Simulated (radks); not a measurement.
Values are calculated unless marked as measured or tabulated.
All-electron atom: the thallium ion Tl32+ in [Kr] 4d10 4f3.

Level of theory: Dirac Kohn-Sham, LB94 model potential, spin-unpolarised, spherical densities, finite nucleus; open shells fill j = l - 1/2 first; Fermi nuclear charge, rms radius 5.4759 fm (a radial shooting solver on a logarithmic mesh with Libxc functionals).

Energy parts (Ry):
kinetic: 45994.5021
electron-nucleus: -95540.0219
Hartree: 10703.6071
(The LB94 potential has no energy functional, so no total or exchange-correlation energy is given.)

Orbitals (lengths in bohr, moments of r in powers of bohr):
| orbital | occ. | eigenvalue (Ry) | <r> |
|---|---|---|---|
| 1s1/2 | 2 | -6387.419 | 0.01630 |
| 2s1/2 | 2 | -1210.197 | 0.06798 |
| 2p1/2 | 2 | -1166.425 | 0.05577 |
| 2p3/2 | 4 | -1013.506 | 0.06458 |
| 3s1/2 | 2 | -356.3744 | 0.1762 |
| 3p1/2 | 2 | -336.4450 | 0.1665 |
| 3p3/2 | 4 | -302.2243 | 0.1822 |
| 3d3/2 | 4 | -269.0608 | 0.1584 |
| 3d5/2 | 6 | -261.7460 | 0.1632 |
| 4s1/2 | 2 | -140.6467 | 0.3739 |
| 4p1/2 | 2 | -131.9892 | 0.3720 |
| 4p3/2 | 4 | -122.4746 | 0.3998 |
| 4d3/2 | 4 | -108.2876 | 0.3933 |
| 4d5/2 | 6 | -106.3582 | 0.4013 |
| 4f5/2 | 3 | -88.79315 | 0.3768 |
| 4f7/2 | 0 | -88.26751 | 0.3803 |
| 5s1/2 | 0 | -74.60690 | 0.6795 |
| 5p1/2 | 0 | -70.73259 | 0.6892 |
| 5p3/2 | 0 | -67.13872 | 0.7259 |

The highest occupied level is 4f5/2 at -1208.1 eV. For comparison, the ionisation energy in NIST's Atomic Spectra Database is 1230 eV (theoretical). In exact Kohn-Sham theory the highest level is minus the ionisation energy, but local and semilocal functionals leave it too shallow, through self-interaction and a potential that decays too fast; potentials with the right tail come closer. The electron density at the nucleus is 2.523e+06 e/bohr^3. The density falls to 0.001 e/bohr^3 at r = 1.14 bohr.

Beside tabulated values, note that spin-unpolarised runs miss the spin-polarisation part of the exchange energy of open shells.
